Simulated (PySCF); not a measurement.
SiF₄.
InChI=1S/F4Si/c1-5(2,3)4

The closed-shell ground state was solved at several levels (PySCF, density fitting, gas phase, non-relativistic). Geometry: PBE0-D3(BJ)/def2-SVP; no solvent, vibrations or thermal averaging. The dipole stays under 0.02 D at every level.

```json
{"level": "PBE0/pcSseg-1", "basis functions": "92", "HOMO (eV)": "-12.79", "LUMO (eV)": "0.12", "gap (eV)": "12.91"}
{"level": "KT2/pcSseg-1", "basis functions": "92", "HOMO (eV)": "-10.73", "LUMO (eV)": "-1.19", "gap (eV)": "9.54"}
```

**Question.** What might wB97X-D/def2-SVPD (116 basis functions) give for the same quantities?

**Answer.** HOMO -14.97 eV, LUMO 1.26 eV, gap 16.23 eV.

**Question.** Over all these levels, which gives the widest orbital gap and which the narrowest?

**Answer.** wB97X-D/def2-SVPD (range-separated hybrid) has the widest, 16.23 eV, and KT2/pcSseg-1 (GGA) the narrowest, 9.54 eV. Functional and basis both differ between the two, so the spread mixes both effects.
